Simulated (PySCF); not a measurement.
C₆H₁₅In (SMILES C[CH2][In]([CH2]C)[CH2]C), singlet, at a GFN2-xTB geometry (such geometries of metal compounds can be far from the true shape) (core potentials on In). Base run: PySCF with DF-R2SCAN/def2-SV(P).

PySCF was given this input:
```python
from pyscf import gto, scf, dft

mol = gto.Mole()
mol.atom = '''
    In    0.076498   -0.222003    0.006935
    C     2.026727    0.157712   -1.135453
    C     2.361422    1.632523   -1.310681
    H     1.940668   -0.330837   -2.110567
    H     2.823570   -0.352094   -0.585294
    H     2.459952    2.125754   -0.342278
    H     1.580502    2.143040   -1.875223
    H     3.303963    1.759103   -1.849812
    C    -0.388337   -2.354361    0.698395
    C    -1.788722   -2.447163    1.289828
    H     0.358674   -2.650318    1.440403
    H    -0.286411   -3.031199   -0.154541
    H    -2.541258   -2.182195    0.544914
    H    -1.896925   -1.765122    2.135380
    H    -2.004192   -3.458981    1.642365
    C    -1.456862    1.394547    0.517766
    C    -1.145819    2.752423   -0.095090
    H    -1.503813    1.471069    1.607941
    H    -2.431155    1.035255    0.174024
    H    -1.109383    2.687111   -1.183689
    H    -0.183334    3.125902    0.256481
    H    -1.909693    3.487589    0.171479
'''
mol.basis = 'def2-sv(p)'
mol.ecp = {'In': 'def2-sv(p)'}
mol.charge = 0
mol.spin = 0
mol.verbose = 4
mol.build()

mf = dft.RKS(mol)
mf.xc = 'r2scan'
mf = mf.density_fit(auxbasis='def2-universal-jkfit')
mf.kernel()
```

Each row names what was changed in the base input (with any setting that the change needs).

| change | basis functions | E (Eh) | HOMO (eV) | HOMO-LUMO gap (eV) | dipole (D) | core-seconds (rough) |
|---|---|---|---|---|---|---|
| base | 140 | -427.45179 | -5.30 | 3.82 | 0.13 | 70 |
| basis = LANL2DZ | 92 | -239.32196 | -5.15 | 3.87 | 0.17 | 40 |
| basis = def2-SVP | (withheld) | (withheld) | -5.30 | 3.82 | (withheld) | 100 |

Question: Complete the blanks.

Answer: 
- basis = def2-SVP, basis functions: 185
- basis = def2-SVP, E (Eh): -427.49537
- basis = def2-SVP, dipole (D): 0.16

Totals compare only among sets that treat the same electrons; sets with core potentials leave the core out.
